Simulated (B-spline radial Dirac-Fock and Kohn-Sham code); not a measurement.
What relativity does to the binding energies of Ir³⁺

System: the Ir³⁺ ion in the configuration 1s2 2s2 2p6 3s2 3p6 3d10 4s2 4p6 4d10 4f14 5s2 5p6 5d6.

Both columns are ΔSCF binding energies of the configuration average from a B-spline atomic structure program: non-relativistic Hartree-Fock with a point nucleus, and Dirac-Fock with a finite nucleus and the Coulomb interaction alone, averaged over the two j levels with weights 2j+1.

```
shell  Hartree-Fock (eV)  Dirac-Fock (eV)  shift (eV)  shift (%)
   1s            69789.0          76551.5    +6762.51      +9.69
   2s            11715.2          13521.3    +1806.19     +15.42
   2p            11229.2          11834.5     +605.31      +5.39
   3s             2785.2           3234.8     +449.67     +16.15
   3p             2557.7           2727.3     +169.60      +6.63
   3d             2137.8           2119.6      -18.27      -0.85
   4s              632.2            744.4     +112.17     +17.74
   4p              534.3            574.2      +39.92      +7.47
   4d              355.6            350.5       -5.13      -1.44
   4f              117.0            104.8      -12.27     -10.48
   5s              124.4            144.3      +19.85     +15.95
   5p              91.72            97.10       +5.38      +5.87
   5d              43.37            42.04       -1.33      -3.06
```

Relativity binds 1s, 2s, 2p, 3s, 3p, 4s, 4p, 5s, 5p more strongly, among those listed most of all 4s in relative terms, and 3d, 4d, 4f, 5d more weakly, because the contracted s and p shells screen the nucleus better.

Values without a named source are computed, but for edge energies of neutral atoms, which are taken from tables.
